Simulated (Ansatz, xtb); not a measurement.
## C6H4O3: which of two isomers lies lower

Structure X: `O=Cc1ccoc1C=O`, a singlet. Structure Y: `O=Cc1coc(C=O)c1`, a singlet. Both are isolated molecules in the gas phase, relaxed with B3LYP-D3(BJ)/def2-SVP, each in the lowest conformer that the search found.

Quicker runs give these differences E(Y) − E(X): GFN2-xTB +0.65 kcal/mol; HF/STO-3G +0.33 kcal/mol (at GFN2-xTB geometries); r2SCAN-D4/def2-SVP +0.70 kcal/mol (at GFN2-xTB geometries).

Q: Estimate E(Y) − E(X) at the level CCSD(T)/def2-SVP + ΔMP2/def2-TZVPP.

A: CCSD(T)/def2-SVP + ΔMP2/def2-TZVPP gives E(Y) − E(X) = +0.21 kcal/mol, slightly favouring structure X, which is too small a margin to settle the true order.

The same difference at several levels:

```tsv
level	geometry	E(Y) − E(X) (kcal/mol)	departure from the last row (kcal/mol)	job, with rough time for the two
GFN2-xTB	GFN2-xTB	+0.65	+0.44	optimisation, 0.21 s
HF/STO-3G	GFN2-xTB	+0.33	+0.12	single point, 1.1 s
r2SCAN-D4/def2-SVP	GFN2-xTB	+0.70	+0.49	single point, 12 s
B3LYP-D3(BJ)/def2-SVP	B3LYP-D3(BJ)/def2-SVP	+0.86	+0.65	optimisation, 93 s
HF/def2-SVP	B3LYP-D3(BJ)/def2-SVP	−0.66	−0.87	part of the CCSD(T) run
MP2/def2-SVP	B3LYP-D3(BJ)/def2-SVP	+1.40	+1.19	part of the CCSD(T) run
CCSD(T)/def2-SVP	B3LYP-D3(BJ)/def2-SVP	+0.83	+0.62	single point
CCSD(T)/def2-SVP + ΔMP2/def2-TZVPP	B3LYP-D3(BJ)/def2-SVP	+0.21		single point, 6.4 min
```

As drawn, both hold the same kinds of bond in the same numbers.

The largest departure from CCSD(T)/def2-SVP + ΔMP2/def2-TZVPP is that of MP2/def2-SVP, 1.19 kcal/mol. The last row adds to CCSD(T) the change of the MP2 difference between the two basis sets, here −0.62 kcal/mol.

With thermal terms from frequencies at re-optimised GFN2-xTB minima (ideal gas, soft modes damped towards free rotors, one conformer each, 298.15 K, 1 atm): on the last row, ΔE + ΔZPE = +0.09, ΔH = +0.10, ΔG = +0.02 kcal/mol.

The correlated steps freeze 9 core orbitals. Run with Ansatz 0.2.0, xtb 6.7.1; the last row on 2 threads of Arm Neoverse N1 on a shared host.
